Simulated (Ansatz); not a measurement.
`F[SiH]1CS1` + H₂Se → `[SeH][SiH]1CS1` + H–F  (ligand exchange at the Si–F bond)

Isolated molecules relaxed with PBE0-D4/def2-TZVP in Ansatz; ΔE leaves out vibrations. CCSD(T)/CBS is the MP2 limit (def2-TZVPP, def2-QZVPP) plus CCSD(T) − MP2 in def2-TZVPP, frozen cores. This one scheme is used for every species. Functionals use def2-TZVPP. For Se outer-core shells are correlated without core-valence functions, which leaves a few kJ/mol of doubt a bond. Scalar relativity is left out up to krypton. One conformer a species, not always the lowest.

| level | ΔE (eV) |
| --- | --- |
| PBE | 0.63 |
| HF/def2-TZVPP | 0.93 |
| CCSD(T)/def2-TZVPP | 0.68 |
| MP2/CBS(def2) | 0.54 |

What does CCSD(T)/CBS give? (An estimate is asked.)

Ansatz gave: +0.63 eV. The listed levels differ from it by 0.00, 0.30, 0.05, -0.09 eV.

Largest T1 diagnostic among the species: 0.012.

In def2-TZVPP, CCSD(T) changes the Hartree–Fock value by −0.25 eV (the triples alone add −0.05 eV) and MP2 by −0.34 eV. The D4 term adds −0.10 eV with B3LYP and −0.06 eV with PBE0; it sums over pairs of atoms, weighted by their polarisabilities, and B3LYP, whose exchange is more repulsive, gets the larger term.

B3LYP here is the variant with VWN-RPA as its local correlation; programs differ in this.
